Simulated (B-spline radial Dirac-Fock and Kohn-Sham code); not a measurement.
Atomic SCF run for Tm²⁺

ΔSCF core binding energies without Breit or QED terms, calculated with a B-spline atomic structure program. Keys: rel is the Hamiltonian (dirac, or spin-free x2c and nr, where L3 and M5 stand for the whole 2p and 3d shells), method is hf or an exchange,correlation pair (spin-unpolarised, also for the hole states), nuc the nuclear model, radius_factor scales its radius, rmax is the box in bohr, h the logarithmic mesh step, order the B-spline order, points the quadrature points per cell, c_factor scales the speed of light, and damp, ndamp, maxit and tol steer the iteration. The run stops when the commutator error falls below 10·tol·max(1, Z/10), or the numerical noise floor, and the energy has settled to about 1e-8 Ha; the virial ratio is −V/T.

Input (task.json):

```json
{"items": [{"Z": 69, "q": 2, "cfg": [[1, 0, 2], [2, 0, 2], [2, 1, 6], [3, 0, 2], [3, 1, 6], [3, 2, 10], [4, 0, 2], [4, 1, 6], [4, 2, 10], [4, 3, 13], [5, 0, 2], [5, 1, 6]], "A": 169, "rrms": 5.2256, "do": "settings", "holes": ["K", "L3", "M5"],
  "settings": [{"rel": "dirac", "method": "hf", "nuc": "fermi", "radius_factor": 1.0, "rmax": 45.0, "h": 0.3, "order": 8, "points": 2, "c_factor": 1.0, "maxit": 84, "damp": 0.5, "ndamp": 3, "tol": 1e-08}]}]}
```

Command: `python xray2_run.py task.json out`

Ground-state iterations:

```
iter   energy (Ha)        error
   1   -13573.10843356  2.17e+00
   2   -13573.49912135  1.10e-01
   3   -13573.63401753  3.42e-02
   4   -13573.64776405  1.29e-02
   5   -13573.64569772  1.69e-02
   6   -13573.64944999  3.58e-03
   7   -13573.64965003  3.36e-04
   8   -13573.64965161  2.50e-05
   9   -13573.64965162  3.16e-06
  10   -13573.64965162  5.85e-07
```

The ground state converged in 10 iterations, with total energy -13573.64965 Ha, virial ratio 1.90348 and highest orbital energy -27.09 eV. ΔSCF binding energies: K (1s) 59678.7 eV, L3 (2p3/2) 8684.9 eV, M5 (3d5/2) 1485.4 eV.

**Question.** One setting is unsound. Which, and why?

**Answer.** points is too small to integrate the splines. With the default settings (Dirac Hartree-Fock): The ground state converged in 10 iterations, with total energy -13573.69457 Ha, virial ratio 1.90348 and highest orbital energy -27.17 eV. ΔSCF binding energies: K (1s) 59678.6 eV, L3 (2p3/2) 8684.9 eV, M5 (3d5/2) 1485.5 eV.
